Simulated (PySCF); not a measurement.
A structure optimised at PBE0-D3(BJ)/def2-SVP, used in a PySCF frequency run:

```xyz
5

Ti     0.0000     0.0000     0.0000
Br     1.3317     1.3317    -1.3317
Br    -1.3317     1.3317     1.3317
Br    -1.3317    -1.3317    -1.3317
Br     1.3317    -1.3317     1.3317
```
Charge 0, spin multiplicity 1.

Question: Write its SMILES, formula and point group.

Answer: [Br][Ti]([Br])([Br])[Br], Br4Ti, Td

Question: What are its rotational constants (standard atomic weights)?

Answer: 0.44582, 0.44582, 0.44582 GHz
